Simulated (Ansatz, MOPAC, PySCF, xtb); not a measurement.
Lewis adduct: GaH3 (SMILES [GaH3]) (first 4 atoms) with NH3 (SMILES N); geometry from B3LYP-D3(BJ)/def2-TZVP, rigid monomers moved along the line of their centres of mass till Ga1···N5 is 2.51 Å.
(charge 0, multiplicity 1):
```xyz
8

Ga     0.47029    -0.36794     0.77091
H      0.08717    -1.90124     0.83918
H     -0.28103     0.54111    -0.28343
H      1.92853     0.05567     1.21425
N     -0.75393     0.39104     2.82296
H     -1.74726     0.20479     2.73574
H     -0.40974    -0.09455     3.64438
H     -0.62803     1.38739     2.96588
```

Interaction energies are E(AB) − E(A) − E(B) at the monomers' geometry in the complex; basis-set methods are counterpoise corrected. Rows marked so take none.

Frozen-core correlation. Filled d and f shells under p-block atoms count as core. Rows in 3-21G carry no dispersion term and start afresh at each structure; the Pople sets are all-electron and without relativity. The state that PM7 reach isn't checked; PM7 holds dispersion and hydrogen-bond terms.

Run with Ansatz (Gaussian orbitals); MOPAC for PM7 (differences of heats of formation); PySCF for 3-21G rows, the dispersion terms; xtb for the GFN methods. 

| level | interaction energy (kcal/mol) |
|---|---|
| PM7 | -6.27 |
| GFN1-xTB | -21.91 |
| HF/aug-cc-pVDZ | -18.37 |
| PBE-D4/def2-TZVPPD | -21.92 |
| B3LYP/3-21G (no counterpoise) | ___ |
| B3LYP-D3(BJ)/def2-TZVPPD | -21.10 |
| PBE0/def2-TZVPPD | -21.05 |
| wB97X-V/def2-TZVPPD | -21.70 |
| CCSD(T)/aug-cc-pVTZ | -21.15 |

### Question
Complete the blanks.

### Answer

- B3LYP/3-21G (no counterpoise), interaction energy (kcal/mol): -36.16

Ansatz is a first-principles code.
